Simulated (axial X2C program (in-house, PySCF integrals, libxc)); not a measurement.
**TeN⁺: from Re and ωe to a spectrum**

A bond curve at the TPSS level, 2c, was computed with an in-house all-electron X2C program for linear molecules (integrals from PySCF) (basis Te dyall-cv3z [11s12p8d4f1g], N dyall-av3z [7s7p3d2f] (cores contracted in-house)) for the state Ω = 0 (closed shell). Its fit gives Re = 1.7958 Å, ωe = 955.8 cm⁻¹, ωexe = 3.76 cm⁻¹ and αe = 2.281e-03 cm⁻¹; the masses are 129.9062 and 14.0031 u. Two-component means X2C with spin–orbit coupling and atomic mean-field Coulomb and Gaunt terms.

**Question.** Find the reduced mass, Be and the force constant.

**Answer.** From the TPSS values: μ = 12.6405 u. Be = 16.8576/(μ Re²) = 0.4135 cm⁻¹. k = 5.8918×10⁻⁷ μ ωe² = 6.8 mdyn/Å.

**Question.** Estimate De from a Morse curve and compare with the computed well depth of 3.472 eV to Te+ + N.

**Answer.** De(Morse) = ωe²/(4ωexe) = 7.531 eV against 3.472 eV computed, a ratio of 2.17. The extrapolation overshoots: the well softens faster than a Morse curve, or the lowest atomic limit lies below the one to which the curve heads.

**Question.** Where do the fundamental and the first overtone lie?

**Answer.** ν(1←0) = ωe − 2ωexe = 948.3 cm⁻¹; ν(2←0) = 2ωe − 6ωexe = 1889.0 cm⁻¹.

**Question.** A Morse curve ties αe to the other constants (Pekeris). How well does that hold?

**Answer.** αe(Morse) = 6Be²/ωe × (√(ωexe/Be) − 1) = 2.164e-03 cm⁻¹; the TPSS curve gives 2.281e-03 cm⁻¹, a ratio of 0.95.

**Question.** Estimate the centrifugal constant by the Kratzer relation.

**Answer.** D = 4Be³/ωe² = 3.10e-07 cm⁻¹.

The state is a single determinant with fixed occupations, the lowest that a limited PBE0 search found. De is counted from the lowest determinant-based energies of the atoms at the same level, without counterpoise correction.
